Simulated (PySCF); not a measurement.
## Multinuclear NMR of C4H8O4

Molfile (atoms numbered from 1):
```
C4H8O4
     RDKit          3D

 16 15  0  0  0  0  0  0  0  0999 V2000
   -2.6197    1.0954    1.0022 C   0  0  0  0  0  0  0  0  0  0  0  0
   -2.3097   -0.2886    1.0195 O   0  0  0  0  0  0  0  0  0  0  0  0
   -1.3761   -0.6625    0.0948 C   0  0  0  0  0  0  0  0  0  0  0  0
   -0.1010   -0.0930    0.4298 O   0  0  0  0  0  0  0  0  0  0  0  0
    0.9134   -0.4510   -0.3548 C   0  0  0  0  0  0  0  0  0  0  0  0
    0.8341   -1.1813   -1.3014 O   0  0  0  0  0  0  0  0  0  0  0  0
    2.0234    0.1391    0.0808 O   0  0  0  0  0  0  0  0  0  0  0  0
    3.2008   -0.1478   -0.6652 C   0  0  0  0  0  0  0  0  0  0  0  0
   -1.7448    1.6946    1.2643 H   0  0  0  0  0  0  0  0  0  0  0  0
   -2.9842    1.3961    0.0139 H   0  0  0  0  0  0  0  0  0  0  0  0
   -3.4016    1.2375    1.7440 H   0  0  0  0  0  0  0  0  0  0  0  0
   -1.3011   -1.7556    0.1208 H   0  0  0  0  0  0  0  0  0  0  0  0
   -1.6339   -0.3347   -0.9284 H   0  0  0  0  0  0  0  0  0  0  0  0
    3.3800   -1.2238   -0.6972 H   0  0  0  0  0  0  0  0  0  0  0  0
    3.1033    0.2238   -1.6869 H   0  0  0  0  0  0  0  0  0  0  0  0
    4.0096    0.3608   -0.1476 H   0  0  0  0  0  0  0  0  0  0  0  0
  1  2  1  0
  2  3  1  0
  3  4  1  0
  4  5  1  0
  5  6  2  0
  5  7  1  0
  7  8  1  0
  1  9  1  0
  1 10  1  0
  1 11  1  0
  3 12  1  0
  3 13  1  0
  8 14  1  0
  8 15  1  0
  8 16  1  0
M  END
```

Isolated molecule, no relativistic terms, fast rotation and ring inversion assumed for equivalent nuclei, single conformer. GIAO PBE0/pcSseg-1 shieldings; geometry: GFN2-xTB; PySCF.

Task: What are the ¹⁷O shifts?

Result: 
```json
{"atoms": "O6", "environment": "ester carbonyl oxygen", "σ (ppm)": "23.2", "δ (ppm)": "245.6"}
{"atoms": "O4", "environment": "ester alkoxy oxygen", "σ (ppm)": "151.7", "δ (ppm)": "128.5"}
{"atoms": "O7", "environment": "ester alkoxy oxygen", "σ (ppm)": "191.7", "δ (ppm)": "92.0"}
{"atoms": "O2", "environment": "ether oxygen", "σ (ppm)": "288.3", "δ (ppm)": "4.1"}
```

Shieldings were converted by a linear fit to measured shifts: ¹⁷O: δ = 266.70 − 0.911σ (rms 10.7 ppm, 155 shifts, 12.2 ppm with the 3 outliers that the fit left out vs liquid water, solution or neat liquid). A few per cent of atoms miss by over 2 rms, more outside the fitted compound classes.

On a 600 MHz spectrometer ¹⁷O resonates near 81.3 MHz, so 1 ppm is 81.3 Hz.
